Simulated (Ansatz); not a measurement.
System: sum formula Si2N2H7 (charge 0, doublet). It need not be the lowest isomer of its formula. 
Structure (B3LYP-D3(BJ)/def2-TZVP (Ansatz, a quantum-chemistry and plane-wave program) minimum search):
SMILES: [SiH3][N][SiH2]N
```xyz
11

N     -1.1924     2.0974     0.8342
Si    -0.6525     0.4742     0.8448
N      0.2409    -0.0766    -0.5209
Si     1.1255    -1.4565    -1.0369
H     -1.8706     2.4178     0.1605
H     -0.5727     2.8434     1.1083
H      0.1876     0.3294     2.0588
H     -1.8419    -0.4151     0.8728
H      2.3891    -0.9958    -1.6624
H      1.4599    -2.4445     0.0219
H      0.2871    -2.1278    -2.0634
```
Charge 0, spin multiplicity 2.

Total electronic energies in hartree. Cores are frozen in the correlated levels unless marked. Open shells are spin-unrestricted. No spin-orbit coupling. No relativistic terms. Basis-set limits of correlation are two-point, X^-3; Hartree-Fock from the larger set. The bracket is a focal-point correction in the basis named.

| level | program | energy (Eh) |
|---|---|---|
| SVWN5/def2-TZVPD | Ansatz | -689.50357 |
| wB97M-V/def2-TZVPD | Ansatz | … |
| B2GP-PLYP-D3(BJ)/def2-TZVPD | Ansatz + dftd3 | … |
| MP2/CBS(cc-pV(T+d)Z,cc-pV(Q+d)Z) | Ansatz | -691.6775 |
| CCSD/cc-pVTZ | Ansatz | -691.62706 |
| CCSD(T)/cc-pwCVTZ | Ansatz | -691.67211 |
| RI-MP2/CBS(cc-pV(T+d)Z,cc-pV(Q+d)Z)+[CCSD(T)-MP2]/cc-pV(D+d)Z | Ansatz | -691.7547 |
| RI-MP2/CBS(cc-pV(T+d)Z,cc-pV(Q+d)Z)+[CCSD(T)-MP2]/cc-pV(T+d)Z | Ansatz | -691.7589 |
| CCSD(T)/CBS(cc-pV(T+d)Z,cc-pV(Q+d)Z) | Ansatz | -691.7518 |

Q: Complete the blanks.

A: 
- wB97M-V/def2-TZVPD, energy (Eh): -692.66666
- B2GP-PLYP-D3(BJ)/def2-TZVPD, energy (Eh): -692.32964
